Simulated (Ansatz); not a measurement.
Geometry optimisation, RKS PBE-D4/def2-SVP (Ansatz 0.2.0).

Input:

```yaml
crystal:
  periodic: [false, false, false]
  atoms:
    - { symbol: B, position_ang: [0.080142, -0.463138, 0.191665] }
    - { symbol: Cl, position_ang: [-0.208212, -0.615964, 1.996962] }
    - { symbol: O, position_ang: [1.365465, -0.461433, -0.230599] }
    - { symbol: H, position_ang: [1.416823, -0.413435, -1.203856] }
    - { symbol: O, position_ang: [-0.971712, -0.411841, -0.678038] }
    - { symbol: H, position_ang: [-1.828705, -0.470738, -0.219752] }
    - { symbol: H, position_ang: [0.102322, 1.930249, 0.366398] }
    - { symbol: H, position_ang: [-0.039723, 1.7779, 1.057118] }
basis:
  gaussian: { orbitals: def2-SVP }
hamiltonian:
  xc: pbe
  dispersion: d4
relax:
  f_tol: 0.03
  max_steps: 50
```

Run as:

```bash
$ ansatz run input.yaml --threads 1 --pin off --max-ram 2048MiB --backend cpu --events-out ev --progress --plain --runs-dir out
```

Task: Where does it end, and by what steps?

Result: The forces met the threshold. The force dipped under the threshold on the way, but the program's further checks kept it going. After 17 steps the energy has fallen by 0.182 eV; H7 moved furthest, 1.09 Å.

```csv
step,energy less start (eV),largest force component (eV/Å),accepted
0,0.0000,1.750,yes
1,-0.1257,0.506,yes
2,-0.1592,0.348,yes
3,-0.1698,0.190,yes
4,-0.1723,0.085,yes
5,-0.1734,0.071,yes
6,-0.1744,0.252,yes
7,-0.1767,0.122,yes
8,-0.1782,0.073,yes
9,-0.1781,0.219,no
10,-0.1792,0.018,yes
11,-0.1795,0.157,yes
12,-0.1801,0.048,yes
13,-0.1803,0.022,yes
14,-0.1807,0.015,yes
15,-0.1807,0.141,yes
16,-0.1814,0.040,yes
17,-0.1816,0.016,yes
```

```xyz
8
Properties=species:S:1:pos:R:3
B 0.134 -0.717 0.107
Cl -0.107 -0.601 1.876
O 1.403 -0.890 -0.345
H 1.420 -0.932 -1.320
O -0.923 -0.635 -0.753
H -1.769 -0.504 -0.290
H -0.135 2.904 0.804
H -0.105 2.247 1.202
```

Whether the end is a true minimum wasn't checked by a vibrational analysis.

The run took 40 s on 1 thread of Arm Neoverse V1 (shared host), peak memory 0.14 GiB.
